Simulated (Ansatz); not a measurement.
System: C₂H₇GeO, charge 0, multiplicity 2. It need not be the lowest isomer of its formula. SMILES: [CH2]C[O][GeH3]
Coordinates optimised at B3LYP-D3(BJ)/def2-TZVP (Ansatz, a quantum-chemistry and plane-wave program):
```
O
C 1 1.4192
H 2 1.1027 1 110.83
H 2 1.1073 3 105.56 1 -119.19
C 2 1.4772 3 110.06 4 -118.79
H 5 1.0799 2 119.68 3 -141.38
H 5 1.0809 6 119.76 2 173.49
Ge 1 1.7906 2 118.70 3 -61.33
H 8 1.5314 1 104.57 2 -179.63
H 8 1.5427 9 112.13 1 117.96
H 8 1.5427 9 112.19 10 124.12
```
Charge 0, spin multiplicity 2.

Parts of the frozen-core correlation energy in 6-31G (Ansatz, hartree). Frozen orbitals: 17; correlated occupied orbitals by spin: 13 and 12; virtual: 40 and 41. Open shells are spin-unrestricted. Spin-orbit coupling is left out. Non-relativistic.

```
term                             value
-------------------------  -----------
reference (HF)             -2229.57264
MP2 opposite-spin             -0.26706
MP2 same-spin                 -0.07277
CCSD correlation              -0.38320
(T)                           -0.00794
T1 diagnostic                    0.012
largest doubles amplitude        0.026
<S^2> of the reference           0.763
```
